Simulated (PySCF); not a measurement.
CH$_{8}$GeO$_{2}$Si, singlet, geometry from GFN2-xTB, with bond 13-5 at 2.4 times its length; CASSCF(6,4)+NEVPT2/STO-3G (PySCF).

PySCF was given this input:
```python
from pyscf import gto, scf, mcscf, mrpt
import numpy

mol = gto.M(
    atom='''
Si    0.786551    0.251574    0.289568
C     2.104968   -1.049225   -0.151845
O     1.040545    1.674029   -0.443607
O     0.842595    0.576060    1.891638
Ge   -1.328440   -0.366776   -0.451641
H     1.838641   -2.028632    0.236932
H     2.204591   -1.144308   -1.228604
H     3.080825   -0.789354    0.249477
H     1.716556    2.264818   -0.120691
H     0.681806   -0.112377    2.529311
H    -1.996534    0.560391   -1.414017
H    -2.353891   -0.551342    0.633102
H    -1.424753   -3.541966   -2.152028
''',
    basis='sto-3g',
    charge=0,
    spin=0,
    verbose=3,
)

mf = scf.RHF(mol)
mf.kernel()
mc = mcscf.CASSCF(mf, 4, 6)
mc.fix_spin_(ss=0.0)
mc.kernel()
occ = numpy.linalg.eigvalsh(mc.fcisolver.make_rdm1(mc.ci, mc.ncas, mc.nelecas))[::-1]
ss = mc.fcisolver.spin_square(mc.ci, mc.ncas, mc.nelecas)[0]
print('natural occupations', occ.round(4), ' <S^2>', round(ss, 4))
e2 = mrpt.NEVPT(mc).kernel()
print('E(NEVPT2) = %.10f' % (mc.e_tot + e2))
```

Question: Predict the main parts of the log of this PySCF run.

Answer: 
```
converged SCF energy = -2526.83037149438
CASSCF energy = -2527.01457217827
CASCI E = -2527.01457217827  E(CI) = -5.93329207186798  S^2 = 0.0000000
natural occupations [2.    2.    1.143 0.857]  <S^2> 0.0

WARN: Active orbitals [0] (occs = [1.99999972]) are canonicalized with core orbitals

Sr    (-1)',   E = -0.00090698859423
Si    (+1)',   E = -0.00000020337575
Sijrs (0)  ,   E = -0.14132040559307
Sijr  (+1) ,   E = -0.00182272390665
Srsi  (-1) ,   E = -0.02814295855682
Srs   (-2) ,   E = -0.00576570580515
Sij   (+2) ,   E = -0.00000210061640
Sir   (0)' ,   E = -0.00203473102172
Nevpt2 Energy = -0.179995817469805
E(NEVPT2) = -2527.1945679957
```
